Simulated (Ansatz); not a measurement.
Born–Oppenheimer molecular dynamics of CH₆GeO₂ (10 atoms, charge 0, multiplicity 1). It starts from a relaxed structure.

All numbers below come from RKS CAM-B3LYP-D4/def2-SVP (Ansatz 0.2.0).

* ensemble: NVT, Nosé–Hoover chain
* time step: 0.5 fs
* steps asked: 300
* set temperature: 700 K
* thermostat: time constant 100 fs, chain length 3 (defaults)
* seed: 183594

First frame:

```xyz
10
Properties=species:S:1:pos:R:3
Ge -0.085 -0.179 0.169
C -0.015 -0.016 2.082
H -1.025 -0.075 2.510
H 0.608 -0.810 2.513
H 0.422 0.959 2.340
O 1.593 -0.091 -0.403
H 1.721 -0.339 -1.325
O -1.007 1.224 -0.405
H -1.185 1.236 -1.352
H -0.729 -1.466 -0.390
```

(1) How far do the bonds stretch over the last three quarters of this one trajectory? (Pairs bonded in most of those frames.)

Results:

(1) 
```
   bond  mean (Å)  spread (Å)  shortest  longest
 Ge1–C2     1.930       0.020      1.89     1.96
 Ge1–O6     1.785       0.060      1.69     1.87
 Ge1–O8     1.779       0.028      1.73     1.83
Ge1–H10     1.566       0.081      1.44     1.69
  C2–H3     1.103       0.028      1.06     1.15
  C2–H4     1.106       0.042      1.02     1.19
  C2–H5     1.107       0.046      1.02     1.20
  O6–H7     0.966       0.016      0.94     0.99
  O8–H9     0.965       0.015      0.94     0.99
```

Mean temperature of the second half: 494 K. The conserved energy stayed within 0.58 meV per atom of its start (net change 0.44 meV per atom), so the integration is sound. The mean temperature of the second half is 29 % below the set value. A run of 0.15 ps of so small a system gives no equilibrium averages.

Time of the run: 7.6 min on 4 threads of Arm Neoverse V1 (shared host), peak memory 0.28 GiB.
